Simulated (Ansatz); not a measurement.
# Cost against result

Saddle point of AlH4Cl2OF, singlet (AlHCl₂ ([Cl][AlH][Cl]) + H₂O + HF → AlHCl₂O ([OH][Al]([Cl])[Cl]) + HF + H₂; bonds formed: H2–H7, H5–F8; dative contacts that become bonds: Al1–O6; bonds broken: Al1–H2, H5–O6, H7–F8), PBE0-D4/def2-TZVP structure:

```
9
angstrom
Al -0.7989 0.3919 -0.4007
H -0.9377 -0.8492 0.8062
Cl -1.3975 -0.4548 -2.2170
Cl -1.8023 2.0266 0.4097
H 1.3125 -0.1917 0.4866
O 1.0000 0.5514 -0.3561
H -0.0556 -0.9527 1.0893
F 1.1764 -0.9776 1.3506
H 1.5032 0.4562 -1.1686
```

Barriers are electronic and count from the start structure reached by relaxing down the imaginary mode.

Computed with Ansatz 0.2.0 (basis: as named in each row); correlated methods freeze the cores. B3LYP uses VWN-RPA correlation. Extrapolation: Hartree–Fock as exp(−7.88 √X), correlation as X^−2.97.

Times are rough, for one single point on 8 threads of a shared host (Intel Xeon Platinum 8488C).

The estimate by CCSD(T) at an estimated basis limit (MP2 extrapolated from triple and quadruple zeta, plus CCSD(T) − MP2 in triple zeta) is 12.17 kcal/mol.

```json
{"method": "HF", "basis": "STO-3G", "time (s)": "under 1", "barrier (kcal/mol)": "28.35", "method less estimate": "16.18"}
{"method": "PBE-D4", "basis": "STO-3G", "time (s)": "under 1", "barrier (kcal/mol)": "-10.39", "method less estimate": "-22.56"}
{"method": "SPW92", "basis": "def2-SVP", "time (s)": "under 1", "barrier (kcal/mol)": "0.23", "method less estimate": "-11.95"}
{"method": "PBE-D4", "basis": "def2-SVP", "time (s)": "under 1", "barrier (kcal/mol)": "5.01", "method less estimate": "-7.16"}
{"method": "B3LYP-D4", "basis": "6-31G", "time (s)": "under 1", "barrier (kcal/mol)": "10.76", "method less estimate": "-1.42"}
{"method": "PBE0-D4", "basis": "def2-SVP", "time (s)": "under 1", "barrier (kcal/mol)": "9.10", "method less estimate": "-3.07"}
{"method": "SPW92", "basis": "def2-TZVPP", "time (s)": "under 1", "barrier (kcal/mol)": "1.03", "method less estimate": "-11.15"}
{"method": "BLYP-D4", "basis": "def2-TZVPP", "time (s)": "under 1", "barrier (kcal/mol)": "6.82", "method less estimate": "-5.36"}
{"method": "PBE-D4", "basis": "def2-TZVPP", "time (s)": "under 1", "barrier (kcal/mol)": "5.63", "method less estimate": "-6.55"}
{"method": "B3LYP-D4", "basis": "def2-TZVPP", "time (s)": "1", "barrier (kcal/mol)": "9.45", "method less estimate": "-2.72"}
{"method": "r2SCAN-D4", "basis": "def2-TZVPP", "time (s)": "1", "barrier (kcal/mol)": "6.48", "method less estimate": "-5.70"}
{"method": "BHLYP-D4", "basis": "def2-TZVPP", "time (s)": "1", "barrier (kcal/mol)": "13.64", "method less estimate": "1.46"}
{"method": "PBE0-D4", "basis": "def2-TZVPP", "time (s)": "2", "barrier (kcal/mol)": "9.22", "method less estimate": "-2.96"}
{"method": "CCSD(T)", "basis": "def2-SVP", "time (s)": "2", "barrier (kcal/mol)": "13.96", "method less estimate": "1.78"}
{"method": "wB97M-V", "basis": "def2-SVP", "time (s)": "2", "barrier (kcal/mol)": "11.31", "method less estimate": "-0.86"}
{"method": "RPA on PBE", "basis": "def2-TZVPP", "time (s)": "2", "barrier (kcal/mol)": "11.14", "method less estimate": "-1.04"}
{"method": "r2SCAN0-D4", "basis": "def2-TZVPP", "time (s)": "2", "barrier (kcal/mol)": "9.53", "method less estimate": "-2.64"}
{"method": "CAM-B3LYP-D4", "basis": "def2-TZVPP", "time (s)": "2", "barrier (kcal/mol)": "9.78", "method less estimate": "-2.39"}
{"method": "B2PLYP", "basis": "def2-TZVPP", "time (s)": "2", "barrier (kcal/mol)": "10.33", "method less estimate": "-1.85"}
{"method": "PBE-QIDH", "basis": "def2-TZVPP", "time (s)": "2", "barrier (kcal/mol)": "11.14", "method less estimate": "-1.04"}
{"method": "B97M-V", "basis": "def2-TZVPP", "time (s)": "3", "barrier (kcal/mol)": "12.40", "method less estimate": "0.23"}
{"method": "wB97M-V", "basis": "def2-TZVPP", "time (s)": "3", "barrier (kcal/mol)": "11.57", "method less estimate": "-0.60"}
{"method": "wB97X-V", "basis": "def2-TZVPP", "time (s)": "3", "barrier (kcal/mol)": "11.13", "method less estimate": "-1.05"}
{"method": "MP2", "basis": "def2-QZVPP", "time (s)": "8", "barrier (kcal/mol)": "10.39", "method less estimate": "-1.79"}
{"method": "CCSD(T)", "basis": "def2-TZVPP", "time (s)": "44", "barrier (kcal/mol)": "11.96", "method less estimate": "-0.21"}
```

All methods are single points on the PBE0-D4 structures; a negative value means that the method puts the saddle structure below the start.

The T1 diagnostic stays at or below 0.011.

Labels in which every atom is bracketed show which atoms are joined, not bond orders.
